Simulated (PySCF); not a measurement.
**Choosing a basis for TDDFT**

Aluminum trifluoride, AlF3.
Cartesian coordinates in Å at the PBE0-D3(BJ)/def2-SVP level; atoms count from 1:
```xyz
4
AlF3 angstrom
F     -0.7951   -1.4426   -0.0183
Al     0.0267   -0.0201   -0.0194
F      1.6694   -0.0193   -0.0179
F     -0.7973    1.4011   -0.0205
```

TDDFT with PBE0 (PySCF), vertical singlets, core orbitals frozen in the response, spherical d and f functions. Geometry: PBE0-D3(BJ)/def2-SVP; no solvent, vibrations or thermal averaging.

```
      basis  functions  diffuse  S1 (eV)  S2 (eV)  S3 (eV)  S4 (eV)  S5 (eV)  LUMO (eV)  α (au)
     6-31G*         60       no     8.14     8.56     8.56     8.93     8.93      -1.27    15.3
   def2-SVP         60       no     8.28     8.71     8.72     9.08     9.08      -1.35    14.2
    6-31+G*         76      yes     8.33     8.77     8.77     9.09     9.09      -1.80    17.7
  def2-SVPD         93      yes     8.47     8.90     8.90     9.21     9.21      -1.77    20.4
aug-cc-pVDZ         96      yes     8.29     8.70     8.71     9.01     9.01      -1.81    20.0
  def2-TZVP        130       no     8.37     8.81     8.81     9.13     9.13      -1.58    18.2
 def2-TZVPD        163      yes     8.32     8.75     8.76     9.07     9.07      -1.77    20.9
aug-cc-pVTZ        188      yes     8.35     8.78     8.78     9.08     9.08      -1.75    20.8
```

Task: How much do these states and the polarisability depend on the basis?

Result: States are compared by their number. Against the largest diffuse basis here (aug-cc-pVTZ, itself not a converged limit), sets without diffuse functions differ by up to 0.21 eV in S1 and 0.16 eV in S5; the smaller diffuse sets differ by up to 0.11 and 0.13 eV. State by state, the largest deviation of a set without diffuse functions is S1 0.21, S2 0.22, S3 0.22, S4 0.16, S5 0.16 eV. The same number needn't mean the same state in each row. Against aug-cc-pVTZ the polarisability deviates by -27% in 6-31G*, -31% in def2-SVP, -15% in 6-31+G*, -2% in def2-SVPD, -4% in aug-cc-pVDZ, -12% in def2-TZVP, +1% in def2-TZVPD.
